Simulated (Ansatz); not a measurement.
Ansatz results at the PBE0-D4/def2-TZVP geometry: HOMO–LUMO gap (PBE/def2-TZVPP) 4.65 eV; HOMO energy (PBE/def2-TZVPP) -4.54 eV; HOMO–LUMO gap (PBE0/def2-TZVPP) 6.72 eV.

Each molecule was computed in one conformer, which needn't be the lowest.

Task: Which molecule gave them?
A. `SC[SiH2]S`
B. `N/C=C(\N)F`
C. `FC1(Cl)CB1S`
D. `FC1NCN1`

Result: B. The others give `SC[SiH2]S`: 4.94, -5.68, 7.07; `FC1(Cl)CB1S`: 3.37, -6.06, 5.64; `FC1NCN1`: 6.32, -5.91, 8.74.
